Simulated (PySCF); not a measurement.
# [Nd(PH3)]3+ relaxed at several levels

Computed with PySCF 2.14.0, def2-SVP on the ligands, density fitting, scalar-relativistic core potentials, no spin-orbit coupling, vacuum. Each row is relaxed at its own level from the same template. Distances are means of the shortest metal–ligand contacts, charges and spins Mulliken's; removal energies are rigid, with the ligand's formal charge and no counterpoise, so too large; for an anion taken off a cation in vacuum most of it is the attraction of opposite charges, and multiply charged cations can part far more cheaply with an electron moved from ligand to metal. lcecp potentials hold a fixed number of 4f electrons in the core, out of states, spins and gaps.

| level | basis on the metal | point group | M–PH3 (Å) | charge on M (e) | removal of one PH3 (eV) | strongest infrared band, degenerate modes summed (cm⁻¹) | unstable modes (below −25 cm⁻¹) |
| --- | --- | --- | --- | --- | --- | --- | --- |
| PBE0 | lcecp-1-SVP with ECP49 | C3v | 2.975 | 2.30 | 5.35 | – | 0 |

Task: What does the calculation give for PBE, lcecp-1-SVP with ECP49?

Result: point group: C3v, M–PH3 (Å): 2.995, charge on M (e): 2.26, removal of one PH3 (eV): 5.59, strongest infrared band, degenerate modes summed (cm⁻¹): 2332, unstable modes (below −25 cm⁻¹): 0.
```xyz
5

Nd    0.0000    0.0000   -0.4852
P     0.0000    0.0000    2.5096
H     1.3386    0.0000    3.0428
H    -0.6693    1.1593    3.0428
H    -0.6693   -1.1593    3.0428
```

One start shape was tried for each, so a minimum needn't be the lowest isomer.
